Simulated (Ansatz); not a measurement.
The first iterations of a band of a periodic cell of 17 atoms, Si₁₆As (host Si, host structure diamond, interstitial As).

Method: Ansatz 0.2.0, DFT PBE, scalar-relativistic, plane waves, PAW. Settings: PAW set soft_1, cutoff 420 eV, k mesh 2x2x2, gaussian smearing 0.02 eV, spin collinear.

| Quantity | Value |
| --- | --- |
| movable images | 5 |
| climbing image | yes |
| spring | 1.0 eV/Å² |
| optimiser | fire |
| start path | IDPP |
| force threshold | 0.03 eV/Å |
| iteration limit | 44 |
| end points | relaxed |

Initial state:

```xyz
17
Lattice="0.0000 5.4300 5.4300 5.4300 0.0000 5.4300 5.4300 5.4300 0.0000" Properties=species:S:1:pos:R:3
Si -0.130 -0.130 0.142
Si 1.276 1.274 1.382
Si 2.460 2.457 -0.258
Si 3.820 3.819 1.103
Si 2.692 0.082 2.797
Si 3.932 1.487 4.202
Si 5.299 2.858 2.585
Si 6.706 4.098 3.988
Si 0.087 2.689 2.799
Si 1.490 3.927 4.207
Si 2.861 5.299 2.585
Si 4.102 6.704 3.988
Si 2.975 2.969 5.684
Si 4.335 4.330 7.044
Si 5.517 5.515 5.404
Si 6.921 6.923 6.642
As 6.116 6.108 8.822
```

Final state:

```xyz
17
Lattice="0.0000 5.4300 5.4300 5.4300 0.0000 5.4300 5.4300 5.4300 0.0000" Properties=species:S:1:pos:R:3
Si 0.261 0.259 -0.253
Si 1.448 1.445 1.385
Si 2.852 2.851 0.145
Si 4.331 4.329 1.108
Si 2.637 0.027 2.800
Si 4.053 1.444 3.990
Si 5.294 2.848 2.585
Si 6.660 4.215 4.202
Si 0.030 2.633 2.801
Si 1.445 4.049 3.990
Si 2.848 5.291 2.584
Si 4.220 6.657 4.205
Si 2.635 2.632 5.406
Si 3.821 3.817 7.045
Si 5.182 5.177 5.683
Si 6.658 6.659 6.646
As 7.474 7.468 8.826
```

| iteration | highest image above the first end (eV) | largest band force component (eV/Å) |
| --- | --- | --- |
| 1 | 0.501 | 0.815 |
| 2 | 0.443 | 0.540 |
| 3 | 0.398 | 0.421 |
| 4 | 0.381 | 0.527 |
| 5 | 0.379 | 0.488 |
| 6 | 0.376 | 0.411 |
| 7 | 0.372 | 0.304 |
| 8 | 0.368 | 0.257 |
| 9 | 0.364 | 0.210 |
| 10 | 0.362 | 0.228 |
| 11 | 0.360 | 0.244 |
| 12 | 0.358 | 0.244 |
| 13 | 0.355 | 0.220 |
| 14 | 0.352 | 0.155 |

Question: Does the band converge within its limit, and where does its top end?

Answer: It did not converge within its limit. It ended after 44 iterations with the highest image 0.308 eV above the first end. The band didn't meet its force threshold, so its energies are provisional: the largest band force was still 0.30 eV/Å, and over the last iterations the top stayed at 0.31 eV. Inner images lie below an end point, which means an intermediate or an end that isn't the lowest structure nearby. Limits of this set-up: coarse k mesh, a small cell, in which the defect meets its images.

Run time: 15 min on 2 threads of Arm Neoverse V1 (shared host), peak memory 1.4 GiB.
